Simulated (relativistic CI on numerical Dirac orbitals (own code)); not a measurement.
## Radial parameters of Ho14+

These numbers are calculated, not measured: Dirac-Coulomb-Breit CI, separate exchange-only KLI orbitals for each configuration, model QED (radiative potential, 1s self-energy scaled to tabulated hydrogen-like ionisation energies), unscaled Slater integrals (own radial code, finite nucleus).

Slater integrals F^k, G^k are unscaled and averaged over j, outside the closed core [Kr] 4d10; ζ comes from projecting the Hamiltonian with its Breit term on Σ l·s of the shell.

- 4f6 5s: F^2(4f,4f) = 162520, F^4(4f,4f) = 104080, F^6(4f,4f) = 75518, ζ(4f) = 2811.5, G^3(4f,5s) = 32218 cm⁻¹; <r>(4f) = 0.619, <r^2>(4f) = 0.4528, <r>(5s) = 1.056, <r^2>(5s) = 1.242 (bohr units).
- 4f7: F^2(4f,4f) = 159720, F^4(4f,4f) = 102180, F^6(4f,4f) = 74100, ζ(4f) = 2692.2 cm⁻¹; <r>(4f) = 0.6281, <r^2>(4f) = 0.4665 (bohr units).
- 4f5 5s2: F^2(4f,4f) = 165660, F^4(4f,4f) = 106230, F^6(4f,4f) = 77115, ζ(4f) = 2933 cm⁻¹; <r>(4f) = 0.6093, <r^2>(4f) = 0.4378 (bohr units).

Averages of the first 7 configurations, taken without configuration mixing, which lowers the lowest level and can move excited configurations by several eV; other configurations of the list can lie among them:

```
Configuration  Parity  States  Average energy above the lowest level (eV)
       4f6 5s    even    6006                                        16.0
          4f7     odd    3432                                        23.5
      4f5 5s2     odd    2002                                        14.3
   4f4 5s2 5p     odd    6006                                        49.9
   4f4 5s2 6s    even    2002                                       148.3
       4f6 6s    even    6006                                       142.9
      4f5 6s2     odd    2002                                       276.2
```
